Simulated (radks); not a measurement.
Problem. Neutral samarium: order these configurations by energy. All-electron calculation, scalar-relativistic Kohn-Sham, PBE, spin-polarised, spherical densities, finite nucleus; Fermi nuclear charge, rms radius of each element as measured or else 0.836 A^(1/3) + 0.57 fm. Program: a radial shooting solver on a logarithmic mesh with Libxc functionals. Open shells are filled with parallel spins first. [Xe] 4f5 5d1 6s2; [Xe] 4f5 6s2 6p1; [Xe] 4f6 5d1 6s1; [Xe] 4f6 6s1 6p1; [Xe] 4f6 6s2.

Solution. From the lowest, in eV above it: [Xe] 4f6 6s2 0.000; [Xe] 4f6 5d1 6s1 1.227; [Xe] 4f6 6s1 6p1 1.774; [Xe] 4f5 5d1 6s2 3.939; [Xe] 4f5 6s2 6p1 6.137.
